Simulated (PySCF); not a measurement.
C₃H₁₀OSi₂, SMILES [SiH3][Si](C=O)(C)C.

The structure is a stationary point at B3LYP-D3(BJ)/def2-SVP. The structure was generated by enumeration, and PubChem lists no compound with its InChIKey, so it may never have been made. One conformer was computed; it need not be the lowest.

These are PySCF with ωB97X/def2-TZVP values and carry that method's errors.

The molecule is in vacuum.

```json
{
  "total_energy": "-774.57834 hartree",
  "highest_occupied_level": "-9.11 eV",
  "lowest_empty_level": "0.67 eV",
  "orbital_gap": "9.78 eV",
  "dipole_moment": "2.68 D",
  "quadrupole, principal values (traceless, Buckingham form, about the centre of nuclear charge)": "-10.17, 3.75, 6.42 D·Å",
  "mean_static_polarisability": "94.8 bohr³ (14.05 Å³)",
  "polarisability_principal_values": "90.3, 93.2, 100.9 bohr³"
}
```
